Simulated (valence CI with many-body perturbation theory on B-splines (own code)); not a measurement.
## Cd¹⁵⁺: calculated level list

Level of theory: relativistic CI+MBPT: five valence electrons over a frozen Dirac-Fock core [Ar] 3d10, radial functions for each j: 11 s, 11 p, 10 d, 8 f, 5 g, 2 h, with the one-electron correlation potential Σ1 (screened to all orders), the two-electron term Σ2, the three-electron term Σ3, Breit, model QED; selected single and double excitations, second order for the rest, scaled by the run's own slope (own B-spline code, finite nucleus).

No measured levels were compared; by estimate levels hold to about 250 cm⁻¹ or 0.2 % of their energy and the worst to 1 %, as in measured heavy ions of charge 2 to 7; those with d or f electrons hold less well. Among the levels kept, up to 2200 cm⁻¹ of a level comes from second order outside the variational space, and about a tenth of that is noise between levels of different J, which matters for small intervals.

Levels 46 to 90 of 169, with energies above the lowest level, 4s²4p³ ⁴S°_3/2. "Leading %" is the weight of the configuration and term that name the level; weights of strongly mixed levels are sums over their largest components and can fall short. Lifetimes count E1, E2, E3, M1 and M2 decay at the calculated energies, and are blank where another channel may lead or the interval is too uncertain; long ones can be off by a factor of two.

```tsv
No.	Configuration	Term	J	E (cm⁻¹)	Leading %	Second component	Lifetime
46	4s4p³4d	⁶D°	7/2	835620	80	8 % 4s4p³4d ⁴D°	1.09 ns
47	4s4p³4d	⁶D°	9/2	841720	86	12 % 4s4p³4d ⁴F°	1.94 ns
48	4p⁵	²P°	1/2	853090	68	25 % 4s4p³4d ²P°	39.6 ps
49	4s4p³4d	⁴F°	3/2	876640	50	26 % 4s4p³4d ⁴D°	155 ps
50	4s4p³4d	⁴D°	5/2	878590	50	22 % 4s4p³4d ⁴F°	159 ps
51	4s4p³4d	⁴D°	7/2	895400	63	12 % 4s4p³4d ⁶D°	309 ps
52	4s4p³4d	⁴D°	1/2	901490	89		244 ps
53	4s4p³4d	⁴D°	3/2	901950	55	33 % 4s4p³4d ⁴F°	177 ps
54	4s4p³4d	⁴F°	5/2	904750	47	17 % 4s4p³4d ⁴D°	156 ps
55	4s4p³4d	⁴F°	7/2	912650	52	20 % 4s4p³4d ⁴G°	198 ps
56	4s4p³4d	⁴G°	5/2	914940	55	20 % 4s4p³4d ⁴F°	94.3 ps
57	4s4p³4d	⁴G°	7/2	922040	43	40 % 4s4p³4d ⁴F°	78.9 ps
58	4s4p³4d	⁴G°	9/2	924330	45	42 % 4s4p³4d ⁴F°	217 ps
59	4s4p³4d	²S°	1/2	925920	54	25 % 4s4p³4d ⁴P°	90.5 ps
60	4s4p³4d	⁴F°	9/2	934010	68	24 % 4s4p³4d ⁴G°	175 ps
61	4s4p³4d	⁴D°	1/2	937840	81	6 % 4s4p³4d ²P°	35.4 ps
62	4s4p³4d	⁴G°	11/2	946320	94		180 ps
63	4s4p³4d	²G°	7/2	949310	62	12 % 4s4p³4d ²F°	93.5 ps
64	4s4p³4d	⁴D°	3/2	951550	68	7 % 4s4p³4d ²D°	28.4 ps
65	4s4p³4d	²D°	5/2	955490	28	14 % 4s4p³4d ⁴P°	20.6 ps
66	4s4p³4d	²G°	9/2	957300	68	11 % 4s4p³4d ⁴F°	170 ps
67	4s4p³4d	⁴P°	3/2	957650	52	12 % 4s4p³4d ⁴S°	24.2 ps
68	4s4p³4d	⁴P°	1/2	972080	58	28 % 4s4p³4d ²S°	39.0 ps
69	4s4p³4d	⁴P°	5/2	976850	46	9 % 4s4p³4d ²D°	8.64 ps
70	4s4p³4d	⁴F°	3/2	977950	67	15 % 4s4p³4d ²D°	37.4 ps
71	4s4p³4d	⁴F°	7/2	978820	27	18 % 4s4p³4d ⁴G°	17.1 ps
72	4s4p³4d	⁴F°	5/2	981010	54	11 % 4s4p³4d ²F°	37.3 ps
73	4s4p³4d	⁴D°	5/2	987640	56	27 % 4s4p³4d ⁴P°	16.2 ps
74	4s4p³4d	²D°	3/2	989840	41	15 % 4s4p³4d ⁴S°	11.1 ps
75	4s4p³4d	⁴D°	7/2	993430	47	18 % 4s4p³4d ⁴F°	33.6 ps
76	4s4p³4d	²P°	1/2	995540	50	20 % 4s4p³4d ⁴D°	8.69 ps
77	4s4p³4d	⁴P°	3/2	997590	50	8 % 4s4p³4d ⁴D°	7.06 ps
78	4s4p³4d	²G°	9/2	998070	41	34 % 4s4p³4d ⁴F°	95.2 ps
79	4s4p³4d	⁴P°	5/2	1001300	55	8 % 4s4p³4d ²D°	13.0 ps
80	4s4p³4d	²D°	3/2	1004000	31	22 % 4s4p³4d ⁴D°	8.58 ps
81	4s4p³4d	²F°	7/2	1004600	48	24 % 4s4p³4d ⁴D°	16.6 ps
82	4s4p³4d	²D°	5/2	1009900	41	14 % 4s4p³4d ²F°	22.3 ps
83	4s4p³4d	⁴S°	3/2	1010100	41	21 % 4s4p³4d ²P°	6.84 ps
84	4s4p³4d	⁴D°	7/2	1012900	41	21 % 4s4p³4d ²G°	6.03 ps
85	4s4p³4d	⁴D°	5/2	1013700	55	6 % 4s4p³4d ²D°	7.88 ps
86	4s4p³4d	⁴P°	1/2	1018400	50	17 % 4s4p³4d ⁴D°	4.85 ps
87	4s4p³4d	²G°	7/2	1023200	31	22 % 4s4p³4d ²F°	18.1 ps
88	4s4p³4d	²D°	3/2	1024700	39	22 % 4s4p³4d ⁴D°	8.68 ps
89	4s4p³4d	²P°	3/2	1034100	40	17 % 4s4p³4d ⁴P°	6.50 ps
90	4s4p³4d	⁴D°	5/2	1035000	30	11 % 4s4p³4d ⁴P°	8.04 ps
```

Names give the largest LS component (configuration and term), which can be under half, so a name can repeat, a term be missing and a line seem to break the LS rules; names also repeat where a configuration has a term twice.

Where two levels of one J and parity lie close, their mixing, g and order are uncertain.
